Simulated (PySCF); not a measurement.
C4H4BNO, SMILES N#CC1=CCB1O. The structure is a stationary point at PBE0-D3(BJ)/def2-SVP. This is a generated structure with no PubChem entry under its InChIKey; it may be hypothetical. Other conformers were not sampled.

Level of theory: PBE0-D3(BJ)/def2-SVP (PySCF).

Harmonic wavenumbers (cm⁻¹): 94, 138, 178, 348, 439, 535, 584, 597, 624, 672, 836, 857, 928, 969, 1097, 1104, 1170, 1210, 1275, 1415, 1525, 1664, 2387, 3064, 3116, 3171, 3903. Rotational constants (GHz): 4.874, 1.991, 1.426; symmetry number 1.

Q: Work out the zero-point energy and the ideal-gas rigid-rotor harmonic-oscillator thermochemistry at 298.15 K and 1 atm.

A: ZPE = ½ Σ hcν = ½ × 33901 cm⁻¹ = 202.77 kJ/mol. H − E(el) = 222.61 kJ/mol. Entropy in J/(mol K): translation 165.26, rotation 115.24, vibration 58.05, total 338.54. G − E(el) = 121.67 kJ/mol. Cp = 105.36 J/(mol K). Modes under 150 cm⁻¹ make the vibrational entropy uncertain.
